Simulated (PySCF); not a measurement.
SMILES C#C/C=C\SC, GFN2-xTB optimised geometry.

```
12

C      2.78     1.12    -0.01
C      2.10     0.12     0.00
C      1.32    -1.05     0.00
C     -0.02    -1.05     0.00
S     -1.00     0.40     0.00
C     -2.65    -0.36    -0.01
H      3.37     1.98    -0.01
H      1.86    -1.98     0.00
H     -0.58    -1.96     0.00
H     -3.37     0.46     0.00
H     -2.78    -0.97     0.87
H     -2.78    -0.95    -0.91
```

Density from B3LYP/def2-TZVP (PySCF) at that geometry.

Minimum of the electron density along straight lines between bonded atoms, close to the bond critical point (lines longer than 1.1 times the sum of covalent radii, or with two minima, are not listed):

```
bond    length / Å  ρ at the minimum / e bohr⁻³  ∇²ρ there / e bohr⁻⁵  position (fraction from the first atom)
------  ----------  ---------------------------  --------------------  ---------------------------------------
C1–C2        1.202                        0.422                 -1.24                                     0.49
C2–C3        1.405                        0.302                 -0.90                                     0.53
C3–C4        1.337                        0.349                 -1.07                                     0.49
C4–S5        1.749                        0.207                 -0.42                                     0.49
S5–C6        1.820                        0.181                 -0.30                                     0.53
C1–H7        1.049                        0.301                 -1.15                                     0.66
C3–H8        1.082                        0.285                 -1.01                                     0.65
C4–H9        1.079                        0.290                 -1.04                                     0.65
C6–H10       1.085                        0.284                 -0.99                                     0.64
C6–H11       1.086                        0.284                 -0.99                                     0.64
C6–H12       1.086                        0.284                 -0.99                                     0.64
```
